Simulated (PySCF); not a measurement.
SMILES Oc1ccc(-c2ccccc2)cc1 (C12H10O), GFN2-xTB optimised geometry.

```
23

O     -4.57    -0.03     0.01
C     -3.21     0.00    -0.02
C     -2.51     0.90    -0.81
C     -1.12     0.90    -0.80
C     -0.41     0.00    -0.01
C      1.06     0.00     0.00
C      1.77    -1.20     0.00
C      3.15    -1.20     0.00
C      3.85     0.00     0.00
C      3.15     1.20     0.00
C      1.77     1.20    -0.01
C     -1.13    -0.90     0.78
C     -2.51    -0.90     0.78
H     -4.93     0.65    -0.59
H     -3.04     1.60    -1.44
H     -0.59     1.59    -1.43
H      1.23    -2.13    -0.02
H      3.68    -2.14     0.00
H      4.93     0.00     0.00
H      3.69     2.13     0.00
H      1.23     2.14     0.01
H     -0.60    -1.59     1.41
H     -3.07    -1.59     1.39
```

Density from PBE0/def2-SVP run with PySCF 2.14.0 at that geometry.

Minimum of the electron density along straight lines between bonded atoms, close to the bond critical point (lines longer than 1.1 times the sum of covalent radii, or with two minima, are not listed):

```json
[
 {"bond": "O1–C2", "length / Å": "1.361", "ρ at the minimum / e bohr⁻³": "0.287", "∇²ρ there / e bohr⁻⁵": "-0.33", "position (fraction from the first atom)": "0.67"},
 {"bond": "C2–C3", "length / Å": "1.390", "ρ at the minimum / e bohr⁻³": "0.312", "∇²ρ there / e bohr⁻⁵": "-0.80", "position (fraction from the first atom)": "0.52"},
 {"bond": "C3–C4", "length / Å": "1.381", "ρ at the minimum / e bohr⁻³": "0.312", "∇²ρ there / e bohr⁻⁵": "-0.79", "position (fraction from the first atom)": "0.50"},
 {"bond": "C4–C5", "length / Å": "1.392", "ρ at the minimum / e bohr⁻³": "0.307", "∇²ρ there / e bohr⁻⁵": "-0.77", "position (fraction from the first atom)": "0.50"},
 {"bond": "C5–C6", "length / Å": "1.470", "ρ at the minimum / e bohr⁻³": "0.270", "∇²ρ there / e bohr⁻⁵": "-0.65", "position (fraction from the first atom)": "0.50"},
 {"bond": "C6–C7", "length / Å": "1.393", "ρ at the minimum / e bohr⁻³": "0.307", "∇²ρ there / e bohr⁻⁵": "-0.77", "position (fraction from the first atom)": "0.50"},
 {"bond": "C7–C8", "length / Å": "1.382", "ρ at the minimum / e bohr⁻³": "0.313", "∇²ρ there / e bohr⁻⁵": "-0.80", "position (fraction from the first atom)": "0.50"},
 {"bond": "C8–C9", "length / Å": "1.385", "ρ at the minimum / e bohr⁻³": "0.312", "∇²ρ there / e bohr⁻⁵": "-0.80", "position (fraction from the first atom)": "0.50"},
 {"bond": "C9–C10", "length / Å": "1.385", "ρ at the minimum / e bohr⁻³": "0.312", "∇²ρ there / e bohr⁻⁵": "-0.80", "position (fraction from the first atom)": "0.50"},
 {"bond": "C6–C11", "length / Å": "1.393", "ρ at the minimum / e bohr⁻³": "0.307", "∇²ρ there / e bohr⁻⁵": "-0.77", "position (fraction from the first atom)": "0.50"},
 {"bond": "C10–C11", "length / Å": "1.382", "ρ at the minimum / e bohr⁻³": "0.313", "∇²ρ there / e bohr⁻⁵": "-0.80", "position (fraction from the first atom)": "0.50"},
 {"bond": "C5–C12", "length / Å": "1.394", "ρ at the minimum / e bohr⁻³": "0.306", "∇²ρ there / e bohr⁻⁵": "-0.77", "position (fraction from the first atom)": "0.50"},
 {"bond": "C2–C13", "length / Å": "1.392", "ρ at the minimum / e bohr⁻³": "0.311", "∇²ρ there / e bohr⁻⁵": "-0.81", "position (fraction from the first atom)": "0.52"},
 {"bond": "C12–C13", "length / Å": "1.379", "ρ at the minimum / e bohr⁻³": "0.313", "∇²ρ there / e bohr⁻⁵": "-0.80", "position (fraction from the first atom)": "0.50"},
 {"bond": "O1–H14", "length / Å": "0.965", "ρ at the minimum / e bohr⁻³": "0.356", "∇²ρ there / e bohr⁻⁵": "-2.29", "position (fraction from the first atom)": "0.81"},
 {"bond": "C3–H15", "length / Å": "1.083", "ρ at the minimum / e bohr⁻³": "0.279", "∇²ρ there / e bohr⁻⁵": "-1.03", "position (fraction from the first atom)": "0.62"},
 {"bond": "C4–H16", "length / Å": "1.080", "ρ at the minimum / e bohr⁻³": "0.284", "∇²ρ there / e bohr⁻⁵": "-1.08", "position (fraction from the first atom)": "0.63"},
 {"bond": "C7–H17", "length / Å": "1.080", "ρ at the minimum / e bohr⁻³": "0.283", "∇²ρ there / e bohr⁻⁵": "-1.08", "position (fraction from the first atom)": "0.63"},
 {"bond": "C8–H18", "length / Å": "1.081", "ρ at the minimum / e bohr⁻³": "0.283", "∇²ρ there / e bohr⁻⁵": "-1.07", "position (fraction from the first atom)": "0.63"},
 {"bond": "C9–H19", "length / Å": "1.080", "ρ at the minimum / e bohr⁻³": "0.283", "∇²ρ there / e bohr⁻⁵": "-1.07", "position (fraction from the first atom)": "0.63"},
 {"bond": "C10–H20", "length / Å": "1.081", "ρ at the minimum / e bohr⁻³": "0.283", "∇²ρ there / e bohr⁻⁵": "-1.07", "position (fraction from the first atom)": "0.63"},
 {"bond": "C11–H21", "length / Å": "1.081", "ρ at the minimum / e bohr⁻³": "0.283", "∇²ρ there / e bohr⁻⁵": "-1.08", "position (fraction from the first atom)": "0.63"},
 {"bond": "C12–H22", "length / Å": "1.080", "ρ at the minimum / e bohr⁻³": "0.284", "∇²ρ there / e bohr⁻⁵": "-1.09", "position (fraction from the first atom)": "0.63"},
 {"bond": "C13–H23", "length / Å": "1.078", "ρ at the minimum / e bohr⁻³": "0.283", "∇²ρ there / e bohr⁻⁵": "-1.08", "position (fraction from the first atom)": "0.63"}
]
```
